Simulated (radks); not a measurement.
The zinc ion Zn18+, configuration [Ne] 3s2 (the NIST ground configuration). Method: non-relativistic Kohn-Sham, LB94 model potential, spin-unpolarised, spherical densities, point nucleus; computed with a radial shooting solver on a logarithmic mesh with Libxc functionals.

Local quantities along the radius. ELF = 1/(1 + alpha^2) is the electron localisation function; alpha = (tau - tau_W)/tau_unif compares the Pauli kinetic energy density with that of the uniform gas.

| r (bohr) | ELF | alpha |
|---|---|---|
| 0.003642 | 1.000 | 0.01629 |
| 0.004557 | 1.000 | 0.01754 |
| 0.005701 | 1.000 | 0.01925 |
| 0.007075 | 1.000 | 0.02153 |
| 0.008852 | 0.999 | 0.02490 |
| 0.01107 | 0.999 | 0.02988 |
| 0.01385 | 0.999 | 0.03757 |
| 0.0172 | 0.998 | 0.04951 |
| 0.02151 | 0.995 | 0.07071 |
| 0.02691 | 0.988 | 0.1101 |
| 0.03367 | 0.965 | 0.1894 |
| 0.04179 | 0.890 | 0.3511 |
| 0.05228 | 0.668 | 0.7049 |
| 0.06541 | 0.372 | 1.300 |
| 0.08183 | 0.263 | 1.673 |
| 0.1016 | 0.375 | 1.292 |
| 0.1271 | 0.645 | 0.7421 |
| 0.159 | 0.823 | 0.4641 |
| 0.1989 | 0.870 | 0.3874 |
| 0.2468 | 0.803 | 0.4960 |
| 0.3088 | 0.406 | 1.211 |
| 0.3863 | 0.097 | 3.045 |
| 0.4833 | 0.250 | 1.734 |
| 0.5998 | 0.870 | 0.3870 |
| 0.7504 | 0.994 | 0.08045 |
| 0.9388 | 1.000 | 0.02067 |
| 1.175 | 1.000 | 0.006561 |
| 1.458 | 1.000 | 0.002596 |
| 1.824 | 1.000 | 0.001185 |

On this mesh the ELF has minima near r = 0.082, 0.39 bohr, which separate the shells, and maxima near 0.20 (0.87).
